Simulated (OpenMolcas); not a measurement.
Computed levels of 4f³ in ions with 57 electrons, in cm-1 above ⁴I°_9/2.

| Item | Value |
| --- | --- |
| Program | OpenMolcas |
| Method | SS-RASPT2, IPEA 0.25 Eh, imaginary shift 0.1 Eh |
| Basis | ANO-R2 |
| Scalar Hamiltonian | X2C, finite nucleus |
| Spin-orbit coupling | RASSI with atomic mean-field integrals over the reference wave functions, term energies averaged over their components |

Active space for each ion: 3 electrons in 12 orbitals (RAS2 4f; RAS3 5d, at most 1 electron); closed shells correlated by CASPT2: 5s 5p.

| Level | Pr2+ | Pm4+ |
| --- | --- | --- |
| ⁴I°_11/2 | 1510 | 2580 |
| ⁴I°_13/2 | 3130 | 5310 |
| ⁴I°_15/2 | 4830 | 8140 |
| ⁴F°_3/2 | 11530 | 15710 |
| ⁴F°_5/2 | 12350 | 17150 |
| ⁴S°_3/2 | 13000 | 18270 |
| ⁴F°_7/2 | 13050 | 18420 |
| ⁴F°_9/2 | 13780 | 19990 |
| ²K°_13/2 | 17490 | 25650 |

Estimate ⁴I°_15/2, ⁴F°_3/2, ⁴F°_5/2 for Nd3+ from its neighbours Pr2+ and Pm4+.

⁴I°_15/2 is fine structure, which grows about as the fourth power of a screened charge, so the fourth roots are averaged: ((4830^0.25 + 8140^0.25) / 2)^4 = 6324. The calculation gives 6430, so the estimate is off by -1.6 %; the measured value is 5989 (the list in Arab et al., J. Quant. Spectrosc. Radiat. Transfer 229, 145 (2019) and Gaigalas et al. (2019), from Wyart et al. (2007)).
⁴F°_3/2 is another term, which grows about linearly with the charge: (11530 + 15710) / 2 = 13620. The calculation gives 13620, so the estimate is off by 0 %; the measured value is 11698 (the list in Arab et al., J. Quant. Spectrosc. Radiat. Transfer 229, 145 (2019) and Gaigalas et al. (2019), from Wyart et al. (2007)).
⁴F°_5/2 is another term, which grows about linearly with the charge: (12350 + 17150) / 2 = 14750. The calculation gives 14730, so the estimate is off by +0.1 %; the measured value is 12748 (the list in Arab et al., J. Quant. Spectrosc. Radiat. Transfer 229, 145 (2019) and Gaigalas et al. (2019), from Wyart et al. (2007)).

CASPT2 does not keep the components of a term degenerate, so their means are used; among the terms shown or strongly mixed into the levels shown the widest spread is 170 cm-1 (4f³ ⁴I°, Nd3+). Each CASPT2 term energy is a mean over a sample of three components. High states are left out of the spin-orbit mixing, which shifts the levels that they would mix with. Some terms miss by over 15 % even with CASPT2, which points to a basis or an active space too small for the shells correlated (holds for Pr2+; Nd3+). Measured partners are found by configuration, term and J. A level has none where our copy of the source lacks it or the pairing is in doubt (some pairs that miss far off the trend of their configuration count as doubtful), and it then counts in no deviation. Levels of configurations outside the active space are missing.

° marks odd parity.
